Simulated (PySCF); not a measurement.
Species: Mo(NH)2(NH2)2 (singlet state).
Bonds: Mo1–N2, Mo1–N4, Mo1–N6, Mo1–N9. Hydrogens: H3 on N2; H5 on N4; H7, H8 on N6; H10, H11 on N9.

Method: PySCF 2.14.0, PBE0-D3(BJ)/def2-SVP geometry optimisation, gas phase, def2 core potentials past Kr.

**Question.** Give the optimised bond lengths and angles.

**Answer.** 
```tsv
bond	length (Å)
Mo1–N2, Mo1–N4	1.731
Mo1–N6, Mo1–N9	1.945
N2–H3, N4–H5	1.017
N6–H7 and 3 like bonds	1.014
```

Bonds in one row agree within 0.01 Å and their mean is given. A selection of angles:
```tsv
angle	degrees
N2–Mo1–N4	115.4
N2–Mo1–N6	107.2
N6–Mo1–N9	112.9
Mo1–N2–H3	156.1
Mo1–N4–H5	157.3
Mo1–N6–H7	124.0
H7–N6–H8	111.4
```

Dihedral angles: H3–N2–Mo1–N4 0° (synperiplanar); H5–N4–Mo1–N2 0° (synperiplanar).

Mo1 (molybdenum bonded to 4 N) is distorted tetrahedral (angles from 107.1° to 115.4°). The 4 Mo–N bonds span 1.731 Å (Mo1–N4) to 1.945 Å (Mo1–N9), a spread of 0.214 Å. N6 (nitrogen bonded to Mo and 2 H) is planar (angles 124.1°, 124.0° and 111.4°, sum 359.5°, 0.05 Å off the plane of its three neighbours).

PBE0-D3(BJ)/def2-SVP frequencies: not computed here. Torsions: N4–Mo1–N2–H 0°, N2–Mo1–N4–H 0°, N2–Mo1–N6–H 148° and -23°, N2–Mo1–N9–H 23° and -148°.

Time: 41 s. Hardware: an Arm Neoverse V1 with one thread (shared host). This is the geometry optimisation.
